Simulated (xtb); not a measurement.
C2H9FSi3, SMILES [SiH2]1C[SiH2][Si@@H](F)C1. All values are semi-empirical tight-binding results from xtb (GFN2-xTB unless named), good for trends rather than for accurate numbers. Geometry: GFN2-xTB. The structure was generated by enumeration; whether it is a known compound was not checked. One conformer was computed; it need not be the lowest.

Optimised geometry:

Bonds (Å): F1–Si2 1.626, Si2–C3 1.909, Si2–Si6 2.307, Si2–H7 1.462, C3–Si4 1.909, C3–H8 1.089, C3–H9 1.088, Si4–C5 1.910, Si4–H10 1.470, Si4–H11 1.468, C5–Si6 1.916, C5–H12 1.090, C5–H13 1.088, Si6–H14 1.470, Si6–H15 1.472. Angles (°): F1–Si2–C3 106.5, F1–Si2–Si6 110.3, F1–Si2–H7 100.7, C3–Si2–Si6 101.9, C3–Si2–H7 112.2, Si6–Si2–H7 124.4, Si2–C3–Si4 110.6, Si2–C3–H8 109.4, Si2–C3–H9 111.0, Si4–C3–H8 109.1, Si4–C3–H9 110.6, H8–C3–H9 106.0, C3–Si4–C5 104.5, C3–Si4–H10 111.0, C3–Si4–H11 110.4, C5–Si4–H10 111.5, C5–Si4–H11 110.0, H10–Si4–H11 109.3, Si4–C5–Si6 111.2, Si4–C5–H12 108.9, Si4–C5–H13 110.6, Si6–C5–H12 108.8, Si6–C5–H13 111.5, H12–C5–H13 105.6, Si2–Si6–C5 99.6, Si2–Si6–H14 115.6, Si2–Si6–H15 115.7, C5–Si6–H14 109.4, C5–Si6–H15 110.1, H14–Si6–H15 106.3.

```json
{
 "orbital_gap": "4.21 eV",
 "dipole_moment": "1.94 D",
 "zero_point_energy": "61.1 kcal/mol",
 "G − E(el) at 298.15 K (modified RRHO)": "39.8 kcal/mol",
 "static polarisability (D4 model)": "105.9 bohr³",
 "solvation energy, GFN2-xTB/ALPB(water)": "-0.1 kcal/mol",
 "solvation energy, GFN2-xTB/ALPB(chcl3)": "-3.7 kcal/mol"
}
```

Computed atomic charges and the Wiberg bond orders between heavy atoms:
charges (e) F1 -0.30, Si2 0.47, C3 -0.27, Si4 0.46, C5 -0.27, Si6 0.38, H7 -0.09, H8 0.01, H9 0.02, H10 -0.11, H11 -0.10, H12 0.01, H13 0.01, H14 -0.10, H15 -0.12. Bond orders F1–Si2 1.07, Si2–C3 0.91, C3–Si4 0.90, Si4–C5 0.90, Si2–Si6 0.82, C5–Si6 0.92.
